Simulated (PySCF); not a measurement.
**Predicted spectroscopic data**

Non-relativistic, one computed conformer, gas phase, averaged over atoms made equivalent by symmetry, fast rotation or ring inversion. Structure optimised with GFN2-xTB; GIAO PBE0/pcSseg-1 shieldings; PySCF.

Chemical shifts δ = σref − σ; TMS for 1H (31.72 ppm), 13C (186.93 ppm), all at this level. Splittings of carbon signals by F and P are missing where no couplings were computed. Where no couplings were computed, multiplicities follow the n + 1 count of equivalent neighbours, and m marks all less simple cases (inequivalent or close neighbours, rings, F or P nearby). Shifts are as computed. Against solution values, carbons near 30 ppm lie about +3 ppm off and those near 130 ppm about +5 ppm; carbons on Cl a further +6 ppm. Of 1211 compounds with measured shifts, 218 miss one by over three times the rms of a fit or turn the order of signals round; such compounds aren't used in these exercises. Carbons bonded to Cl come out too deshielded.

**1.** SMILES C1O[Si](F)(O[SiH3])OCC1, C3H9FO3Si2. 1H NMR (400 MHz, computed): δ 5.09 (s, 3H), 4.39 (m, 2H), 4.34 (m, 2H), 2.08 (m, 1H), 1.37 (m, 1H). 13C{1H} NMR (computed): δ 69.0, 35.6.

**2.** `O=c1cccc(Cl)cc1`, C7H5ClO. 1H NMR (400 MHz, computed): δ 7.26 (m, 1H), 7.22 (m, 1H), 7.13 (m, 1H), 7.11 (m, 1H), 7.06 (m, 1H). 13C{1H} NMR (computed): δ 187.3 (C), 154.7 (C), 152.5 (CH), 152.4 (CH), 142.2 (CH), 140.1 (CH), 138.1 (CH).
